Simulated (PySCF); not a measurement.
**Complete the spectrum of C9H10**

Species: C9H10.
InChI=1S/C9H10/c1-4-7-8-9(5-2)6-3/h1,5-8H,2H2,3H3/b8-7-,9-6-

Computed, not measured: TDDFT B3LYP/def2-SVPD, vertical, gas phase, core orbitals frozen in the response (PySCF). Isolated species at its PBE0-D3(BJ)/def2-SVP geometry (one conformer only). Torsions of this conformer, `[CH:1]#[C:2]/[CH:3]=[CH:4]\[C:5]([CH:6]=[CH2:7])=[CH:8]/[CH3:9]`: C3–C4–C5–C6 11°, C4–C5–C6–C7 -140°.

Orbital energies (eV): HOMO-3 -8.50, HOMO-2 -7.66, HOMO-1 -7.10, HOMO -6.02, LUMO -1.71, LUMO+1 -0.48, LUMO+2 0.40.

Lowest singlets, with some entries withheld (?).

| state | E (eV) | f | main configurations (H = HOMO, L = LUMO) |
| --- | --- | --- | --- |
| S1 | ? | ? | ? |
| S2 | 4.61 | 0.195 | H-1→L (56%), H→L (17%), H→L+1 (16%) |
| S3 | 4.77 | 0.036 | H→L+1 (57%), H-2→L (35%) |
| S4 | ? | ? | ? |
| S5 | 5.52 | 0.012 | H→L+2 (85%) |
| S6 | 5.84 | 0.0059 | H→L+3 (84%), H→L+2 (9%) |

Task: Supply the missing values.

Result: 
- S1: E = 4.19 eV; f = 0.304; H→L (77%), H-1→L (17%)
- S4: E = 5.05 eV; f = 0.056; H-2→L (51%), H-1→L (21%), H→L+1 (20%)

Task: How far apart are S2 and S5, in eV and cm⁻¹?

Result: 5.517 − 4.605 = 0.912 eV, or about 7350 cm⁻¹.

Task: What is the mean static polarisability from the same response equations?

Result: 122.3 au (18.12 Å³), with principal values 70.8, 114.4 and 181.7 au.

Task: Which level carries the most intensity, and what share of the listed sum of f?

Result: S1, with f = 0.304 of 0.609, 50%.

The run took about 2.2 min of CPU time (one thread, shared machine).
